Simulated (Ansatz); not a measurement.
Consider the isomerisation: `Cl[C]1([GeH3])CO1` → `ClC1[CH2][GeH2][O]1`.

Gas-phase electronic energies from Ansatz, PBE0-D4/def2-TZVP geometries. CCSD(T)/CBS adds triple-zeta CCSD(T) − MP2 to the extrapolated MP2 energy (def2 sets, frozen cores). DFT in def2-TZVPP. For Ge outer-core shells are correlated without core-valence functions, which leaves a few kJ/mol of doubt a bond. Scalar relativity is left out up to krypton.

```tsv
species	PBE0-D4 energy (Eh)
`Cl[C]1([GeH3])CO1`	-2691.08494
`ClC1[CH2][GeH2][O]1`	-2691.13566
```

(1) Work out ΔE.

Largest T1 diagnostic among the species: 0.012.

Results:

(1) ΔE = (-2691.13566) − (-2691.08494) = -0.05072 Eh = -31.8 kcal/mol. CCSD(T)/CBS gives -33.7 kcal/mol.

From PBE to PBE0 (25 % exact exchange), in def2-TZVPP and without D4, ΔE moves by −1.8 kcal/mol. Leaving LDA and LC-ωPBE aside and taking each functional with its dispersion term where it has one, the values, not all of them listed here, spread over 3.9 kcal/mol, from BHLYP-D4 to revPBE-D4. LDA lies −1.9 kcal/mol from PBE without D4. At CCSD(T), def2-SVP lies +5.0 kcal/mol from the extrapolated value and def2-TZVPP +0.6 kcal/mol.
